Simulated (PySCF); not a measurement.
C$_{2}$H$_{6}$Cl$_{2}$Si, singlet, at a GFN2-xTB geometry; B3LYP/6-31G** (PySCF).

Input for PySCF:
```python
from pyscf import gto, scf, dft

mol = gto.M(
    atom='''
C     1.39412504   -1.53470091   -0.23312337
Si   -0.02280346   -0.29923318    0.05226009
C    -1.59822436   -1.14354604    0.70087042
Cl    0.58008648    1.10144890    1.39720879
Cl   -0.44748036    0.63864468   -1.70111043
H     1.11693539   -2.29088516   -0.96147875
H     2.28529446   -1.03451143   -0.60339701
H     1.66362802   -2.04466112    0.68690871
H    -2.39633076   -0.42253728    0.85786579
H    -1.96333966   -1.88823681   -0.00004098
H    -1.41664703   -1.64201277    1.64834648
''',
    basis='6-31g**',
    verbose=5,
)

mf = dft.RKS(mol)
mf.xc = 'b3lyp'
mf.kernel()
```

Write the output that PySCF gives for this input, abridged.


```
PySCF version 2.14.0

[INPUT] verbose = 5
[INPUT] max_memory = 4000
[INPUT] num. atoms = 11
[INPUT] num. electrons = 66
[INPUT] charge = 0
[INPUT] spin (= nelec alpha-beta = 2S) = 0
[INPUT] symmetry False subgroup None
[INPUT] Mole.unit = angstrom
[INPUT] Symbol           X                Y                Z      unit          X                Y                Z       unit  Magmom
[...]
[INPUT] ---------------- BASIS SET ----------------
[INPUT] l, kappa, [nprim/nctr], expnt,             c_1 c_2 ...
[INPUT] C
[...]
                                457.36951         0.0140373
                                103.94869         0.0688426
                                29.210155         0.2321844
                                9.286663          0.4679413
                                3.163927          0.362312
[...]
                                1.8812885         -0.1608542
                                0.5442493         1.1434564
[...]
                                1.8812885         0.316424
                                0.5442493         0.7443083
[...]
[INPUT] H
[...]
                                2.8253937         0.23472695
                                0.6401217         0.81375733
[...]
[INPUT] Cl
[...]
                                3780.35           0.014034
                                860.474           0.069097
                                242.145           0.237452
                                77.3349           0.483034
                                26.247            0.339856
[...]
                                116.984           -0.030714
                                37.4153           -0.112528
                                13.7834           0.045016
                                5.45215           0.589353
                                2.22588           0.465206
[...]
                                1.14427           0.061589
                                0.420377          1.06018
[...]
                                116.984           0.030318
                                37.4153           0.12988
                                13.7834           0.327951
                                5.45215           0.453527
                                2.22588           0.252154
[...]
                                1.14427           0.323572
                                0.420377          0.743507
[...]
[INPUT] Si
[...]
                                2425.58           0.0149288
                                553.867           0.0728478
                                156.34            0.24613
                                50.0683           0.485914
                                17.0178           0.325002
[...]
                                69.8731           -0.0357146
                                22.3363           -0.114985
                                8.15039           0.0935634
                                3.13458           0.603017
                                1.22543           0.418959
[...]
                                0.572922          0.00431572
                                0.222192          1.09818
[...]
                                69.8731           0.0326679
                                22.3363           0.134721
                                8.15039           0.328678
                                3.13458           0.44964
                                1.22543           0.261372
[...]
                                0.572922          0.253539
                                0.222192          0.800669
[...]
nuclear repulsion = 363.832849971903
number of shells = 54
number of NR pGTOs = 249
number of NR cGTOs = 112
basis = 6-31g**
ecp = {}

******** <class 'pyscf.dft.rks.RKS'> ********
method = RKS
initial guess = minao
damping factor = 0
level_shift factor = 0
DIIS = <class 'pyscf.scf.diis.CDIIS'>
diis_start_cycle = 1
diis_space = 8
diis_damp = 0
SCF conv_tol = 1e-09
SCF conv_tol_grad = None
SCF max_cycles = 50
direct_scf = True
direct_scf_tol = 1e-13
XC library pyscf.dft.libxc version 7.1.2
    S. Lehtola, C. Steigemann, M. J. T. Oliveira, and M. A. L. Marques,  SoftwareX 7, 1–5 (2018)
XC functionals = b3lyp
    P. J. Stephens, F. J. Devlin, C. F. Chabalowski, and M. J. Frisch,  J. Phys. Chem. 98, 11623 (1994)
radial grids:
    Treutler-Ahlrichs [JCP 102, 346 (1995); DOI:10.1063/1.469408] (M4) radial grids

becke partition: Becke, JCP 88, 2547 (1988); DOI:10.1063/1.454033
pruning grids: <function nwchem_prune>
grids dens level: 3
symmetrized grids: False
atomic radii adjust function: <function treutler_atomic_radii_adjust>
small_rho_cutoff = 0
Set gradient conv threshold to 3.16228e-05
Initial guess from minao.
atom C rad-grids = 75, ang-grids = [ 50  50  50  50  50  50  50  50  50  50  50  50  50  50  50  50  50  50
  50  50  50  50  86  86  86  86  86  86  86  86  86  86 266 266 266 266
 266 266 302 302 302 302 302 302 302 302 302 302 302 302 302 302 302 302
 302 302 302 302 266 266 266 266 266 266 266 266 266 266 266 266 266 266
 266 266 266]
atom Si rad-grids = 80, ang-grids = [ 50  50  50  50  50  50  50  50  50  50  50  50  50  50  50  50  50  50
  50  50  50  50  50  86  86  86  86  86  86  86  86  86  86  86  86  86
 350 350 350 350 350 350 350 350 434 434 434 434 434 434 434 434 434 434
 434 434 434 434 434 434 434 434 350 350 350 350 350 350 350 350 350 350
 350 350 350 350 350 350 350 350]
atom Cl rad-grids = 80, ang-grids = [ 50  50  50  50  50  50  50  50  50  50  50  50  50  50  50  50  50  50
  50  50  50  50  50  50  86  86  86  86  86  86  86  86  86  86  86  86
  86 350 350 350 350 350 350 350 350 350 434 434 434 434 434 434 434 434
 434 434 434 434 434 434 434 434 434 434 350 350 350 350 350 350 350 350
 350 350 350 350 350 350 350 350]
atom H rad-grids = 50, ang-grids = [ 50  50  50  50  50  50  50  50  50  50  50  50  50  50  50  86  86  86
  86 266 266 266 266 266 302 302 302 302 302 302 302 302 302 302 302 302
 302 266 266 266 266 266 266 266 266 266 266 266 266 266]
[...]
 -3.69778787e+00 -8.50318654e-01 -8.22054130e-01 -7.19893283e-01
 -7.03066799e-01 -5.10705164e-01 -4.39216439e-01 -4.29786980e-01
 -4.18904964e-01 -4.14710230e-01 -3.92232518e-01 -3.82351702e-01
 -3.68710374e-01 -3.33272106e-01 -3.29644560e-01 -3.19186955e-01
 -3.02741237e-01  3.49861893e-02  4.88927805e-02  6.75694400e-02
  8.20720321e-02  1.19642503e-01  1.32111521e-01  1.32484164e-01
  1.52181718e-01  1.57278377e-01  1.75648452e-01  2.40563291e-01
  2.48916751e-01  3.14324195e-01  3.26369451e-01  3.73403894e-01
  4.05216844e-01  4.05456523e-01  4.19328945e-01  5.00988973e-01
  5.12507988e-01  5.15632085e-01  5.22184073e-01  5.97866638e-01
  6.00616183e-01  6.27990866e-01  6.60289157e-01  6.96700936e-01
  7.01611006e-01  7.10718671e-01  7.43816878e-01  7.56092437e-01
  7.78990637e-01  8.08843216e-01  8.48935035e-01  8.53843530e-01
  8.58659030e-01  8.72783644e-01  8.73280322e-01  8.75046161e-01
  8.87542066e-01  9.03702368e-01  9.37122682e-01  9.54795141e-01
  9.67816965e-01  9.77019726e-01  9.97843351e-01  1.02398587e+00
  1.22901518e+00  1.24692149e+00  1.27390732e+00  1.33314496e+00
  1.44467655e+00  1.45622016e+00  1.52096206e+00  1.53916498e+00
  2.02027614e+00  2.03421483e+00  2.03437714e+00  2.08583370e+00
  2.09164977e+00  2.09346098e+00  2.10972652e+00  2.12622495e+00
  2.30744765e+00  2.32301777e+00  2.32649609e+00  2.34043155e+00
  2.65587575e+00  2.67812893e+00  2.80662730e+00  2.81567871e+00
  2.83086374e+00  2.83171317e+00  3.19555539e+00  3.19705631e+00
  3.41994195e+00  3.42543263e+00  3.43070809e+00  3.44203013e+00]
nelec by numeric integration = 65.99999742739185
E1 = -2503.410054540288  E2 = 849.7336845465453  Ecoul = 940.455580114115  Exc = -90.72189556756976
cycle= 8 E= -1289.84352002184  delta_E= -1.43e-09  |g|= 6.01e-06  |ddm|= 9.75e-05
[...]
  mo_energy =
[-1.01519108e+02 -1.01519094e+02 -6.61905444e+01 -1.01803559e+01
 -1.01803524e+01 -9.45448146e+00 -9.45444605e+00 -7.21474589e+00
 -7.21472881e+00 -7.20885071e+00 -7.20884120e+00 -7.20868961e+00
 -7.20867248e+00 -5.34225168e+00 -3.70304376e+00 -3.70080288e+00
 -3.69778723e+00 -8.50318556e-01 -8.22053912e-01 -7.19893237e-01
 -7.03066742e-01 -5.10704877e-01 -4.39216464e-01 -4.29786525e-01
 -4.18904781e-01 -4.14710486e-01 -3.92232419e-01 -3.82351644e-01
 -3.68710008e-01 -3.33271921e-01 -3.29644292e-01 -3.19186712e-01
 -3.02741020e-01  3.49862725e-02  4.88929135e-02  6.75694671e-02
  8.20721605e-02  1.19642606e-01  1.32111633e-01  1.32484074e-01
  1.52181652e-01  1.57278675e-01  1.75648215e-01  2.40563318e-01
  2.48916878e-01  3.14324159e-01  3.26369666e-01  3.73404257e-01
  4.05216978e-01  4.05456628e-01  4.19329097e-01  5.00988988e-01
  5.12508078e-01  5.15632199e-01  5.22184180e-01  5.97866681e-01
  6.00616249e-01  6.27990956e-01  6.60289310e-01  6.96700893e-01
  7.01610868e-01  7.10718873e-01  7.43817089e-01  7.56092439e-01
  7.78990769e-01  8.08843320e-01  8.48935136e-01  8.53843563e-01
  8.58659256e-01  8.72784011e-01  8.73280706e-01  8.75046372e-01
  8.87542323e-01  9.03702489e-01  9.37122813e-01  9.54795244e-01
  9.67817254e-01  9.77019744e-01  9.97843676e-01  1.02398616e+00
  1.22901520e+00  1.24692174e+00  1.27390738e+00  1.33314512e+00
  1.44467646e+00  1.45622030e+00  1.52096197e+00  1.53916511e+00
  2.02027615e+00  2.03421485e+00  2.03437722e+00  2.08583397e+00
  2.09164954e+00  2.09346108e+00  2.10972636e+00  2.12622531e+00
  2.30744790e+00  2.32301766e+00  2.32649597e+00  2.34043179e+00
  2.65587586e+00  2.67812887e+00  2.80662764e+00  2.81567852e+00
  2.83086357e+00  2.83171350e+00  3.19555543e+00  3.19705640e+00
  3.41994236e+00  3.42543231e+00  3.43070777e+00  3.44203058e+00]
nelec by numeric integration = 65.99999742740259
E1 = -2503.4100501729145  E2 = 849.7336801791566  Ecoul = 940.455574818464  Exc = -90.7218946393074
cycle= 9 E= -1289.84352002186  delta_E= -1.5e-11  |g|= 9.83e-07  |ddm|= 7.68e-06
[...]
  mo_energy =
[-1.01519108e+02 -1.01519094e+02 -6.61905452e+01 -1.01803556e+01
 -1.01803521e+01 -9.45448176e+00 -9.45444635e+00 -7.21474620e+00
 -7.21472912e+00 -7.20885101e+00 -7.20884150e+00 -7.20868992e+00
 -7.20867278e+00 -5.34225233e+00 -3.70304443e+00 -3.70080353e+00
 -3.69778791e+00 -8.50318765e-01 -8.22054132e-01 -7.19893102e-01
 -7.03066582e-01 -5.10705038e-01 -4.39216409e-01 -4.29786458e-01
 -4.18904692e-01 -4.14710268e-01 -3.92232497e-01 -3.82351717e-01
 -3.68710082e-01 -3.33272050e-01 -3.29644476e-01 -3.19186898e-01
 -3.02741080e-01  3.49861036e-02  4.88928118e-02  6.75695350e-02
  8.20720918e-02  1.19642568e-01  1.32111649e-01  1.32484180e-01
  1.52181752e-01  1.57278684e-01  1.75648321e-01  2.40563233e-01
  2.48916712e-01  3.14324155e-01  3.26369554e-01  3.73404105e-01
  4.05216861e-01  4.05456569e-01  4.19329001e-01  5.00988876e-01
  5.12508014e-01  5.15632036e-01  5.22184056e-01  5.97866690e-01
  6.00616216e-01  6.27990860e-01  6.60289265e-01  6.96701017e-01
  7.01610904e-01  7.10718816e-01  7.43817007e-01  7.56092368e-01
  7.78990653e-01  8.08843279e-01  8.48935113e-01  8.53843595e-01
  8.58659321e-01  8.72783892e-01  8.73280497e-01  8.75046284e-01
  8.87542193e-01  9.03702529e-01  9.37122788e-01  9.54795343e-01
  9.67817080e-01  9.77019843e-01  9.97843520e-01  1.02398593e+00
  1.22901530e+00  1.24692152e+00  1.27390746e+00  1.33314487e+00
  1.44467664e+00  1.45622043e+00  1.52096215e+00  1.53916524e+00
  2.02027628e+00  2.03421504e+00  2.03437741e+00  2.08583411e+00
  2.09164977e+00  2.09346119e+00  2.10972658e+00  2.12622543e+00
  2.30744803e+00  2.32301786e+00  2.32649617e+00  2.34043193e+00
  2.65587602e+00  2.67812906e+00  2.80662778e+00  2.81567874e+00
  2.83086379e+00  2.83171364e+00  3.19555563e+00  3.19705659e+00
  3.41994249e+00  3.42543256e+00  3.43070802e+00  3.44203070e+00]
nelec by numeric integration = 65.99999742739769
E1 = -2503.4100588382207  E2 = 849.7336888444669  Ecoul = 940.4555835908932  Exc = -90.72189474642633
Extra cycle  E= -1289.84352002185  delta_E= 4.09e-12  |g|= 7.57e-07  |ddm|= 2.36e-06
converged SCF energy = -1289.84352002185
```
